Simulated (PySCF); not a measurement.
**15N chemical shifts**

- shieldings: GIAO PBE0/pcSseg-1
- geometry from GFN2-xTB
- program: PySCF 2.14
- no solvent, single conformer, fast rotation and ring inversion assumed for equivalent nuclei, non-relativistic

Shieldings were converted by a linear fit to measured shifts: 15N (scatter 6.3 ppm rms vs CH3NO2, solution or neat liquid). A few per cent of atoms miss by over 2 rms, more outside the fitted compound classes.

Task: Give the 15N shifts of `Cc1cn(C)nn1`, `CC(=O)[C@@H]1C[C@]1([SiH3])CC#N`, `Cc1cnnn1C`, `CC#Cc1ncno1`.

Result: 
```json
{"compound": "[CH3:1][c:2]1[cH:3][n:4]([CH3:5])[n:6][n:7]1", "environment": "N6: pyridine-type nitrogen of an azole", "δ (ppm)": "-20.9"}
{"compound": "[CH3:1][c:2]1[cH:3][n:4]([CH3:5])[n:6][n:7]1", "environment": "N7: pyridine-type nitrogen of an azole", "δ (ppm)": "-39.4"}
{"compound": "[CH3:1][c:2]1[cH:3][n:4]([CH3:5])[n:6][n:7]1", "environment": "N4: pyrrole-type ring nitrogen", "δ (ppm)": "-157.1"}
{"compound": "CC(=O)[C@@H]1C[C@]1([SiH3])CC#N", "environment": "nitrile nitrogen", "δ (ppm)": "-118.1"}
{"compound": "[CH3:1][c:2]1[cH:3][n:4][n:5][n:6]1[CH3:7]", "environment": "N5: pyridine-type nitrogen of an azole", "δ (ppm)": "-22.4"}
{"compound": "[CH3:1][c:2]1[cH:3][n:4][n:5][n:6]1[CH3:7]", "environment": "N4: pyridine-type nitrogen of an azole", "δ (ppm)": "-39.5"}
{"compound": "[CH3:1][c:2]1[cH:3][n:4][n:5][n:6]1[CH3:7]", "environment": "N6: pyrrole-type ring nitrogen", "δ (ppm)": "-157.1"}
{"compound": "[CH3:1][C:2]#[C:3][c:4]1[n:5][cH:6][n:7][o:8]1", "environment": "N7: pyridine-type nitrogen of an azole", "δ (ppm)": "-19.9"}
{"compound": "[CH3:1][C:2]#[C:3][c:4]1[n:5][cH:6][n:7][o:8]1", "environment": "N5: pyridine-type nitrogen of an azole", "δ (ppm)": "-125.8"}
```
